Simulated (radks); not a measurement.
The numbers below are computed, except where a source is named.
How relativity changes the ionisation of the rhenium ion Re11+ ([Kr] 4d10 4f14 5s2 5p2) to Re12+ ([Kr] 4d10 4f13 5s2 5p2). Spin-unpolarised spherical Kohn-Sham, LDA (Slater exchange, Perdew-Wang correlation), point nucleus unless stated (finite: rms radius 5.3698 fm), a radial shooting solver on a logarithmic mesh with Libxc functionals. A level marked "c x" has the speed of light scaled by that factor and shares open shells by 2j + 1; other Dirac levels either fill j = l - 1/2 first or share by 2j + 1.

level	E(Re11+) (hartree)	E(Re12+) (hartree)	IE (eV)	HOMO	<r> HOMO (bohr)
non-rel.	-15743.8072	-15734.4347	255.04	5p	1.104
scalar-rel.	-16645.5804	-16636.5227	246.47	5p	1.071
scalar-rel., finite nucleus	-16642.7961	-16633.7381	246.48	5p	1.071
Dirac, 2j+1 shares	-16670.9956	-16661.9436	246.32	5p3/2	1.090
Dirac, low j first	-16671.7143	-16662.7538	243.83	4f7/2	0.5602
Dirac, 2j+1 shares, finite nucleus	-16668.1843	-16659.1321	246.32	5p3/2	1.090
Dirac, c x 0.75	-17682.9697	-17674.1805	239.17	5p3/2	1.081
Dirac, c x 1.5	-16119.3848	-16110.1530	251.21	5p3/2	1.098
Dirac, c x 10	-15751.7376	-15742.3683	254.95	5p3/2	1.104

NIST Atomic Spectra Database: 236 eV (theoretical). The relativistic part of the total energy of Re11+ is -924.4 hartree (Dirac, 2j+1 shares, finite nucleus), 5.9 % of the non-relativistic value. Spin polarisation and multiplet splitting of open shells are left out at every level.

Beside tabulated values, note that relativity, absent from the non-relativistic runs, is large for the heavy elements, and spin-unpolarised runs miss the spin-polarisation part of the exchange energy of open shells.
